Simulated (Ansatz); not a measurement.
Ligands exchanged one at a time, Al CH3-SH. Isolated molecules, 0 K electronic values unless said otherwise. One relaxed conformer stands for each flexible species; it need not be the lowest. Strings in code marks are SMILES.

Quantity: redistribution energy (mixed species minus the weighted end members), in eV.

Case: 2 of 3 CH3 replaced by SH: `[CH3][Al]([SH])[SH]` (S–Al–S–H torsion -1°, S–Al–S–H torsion 0°). The other species in the difference include `[CH3][Al]([CH3])[CH3]` (neutral, multiplicity 1). Geometry of `[Al]([SH])([SH])[CH3]` (neutral, multiplicity 1, Å):…

```xyz
9

C     -1.6701    -0.2806    -0.1638
Al     0.2354     0.0440    -0.1548
S      1.6066    -1.6122    -0.5318
S      0.9901     2.0569     0.2202
H     -2.0209    -0.4941    -1.1759
H     -2.2312     0.5777     0.2071
H     -1.9271    -1.1445     0.4519
H      2.7277    -0.8849    -0.4384
H      2.2875     1.7418     0.1100
```

Task: Estimate the redistribution energy (mixed species minus the weighted end members) that frozen-core MP2/cc-pVTZ // CAM-B3LYP-D3(BJ)/def2-TZVP (Ansatz, a first-principles code) returns for this input.

Result: -0.111 eV.
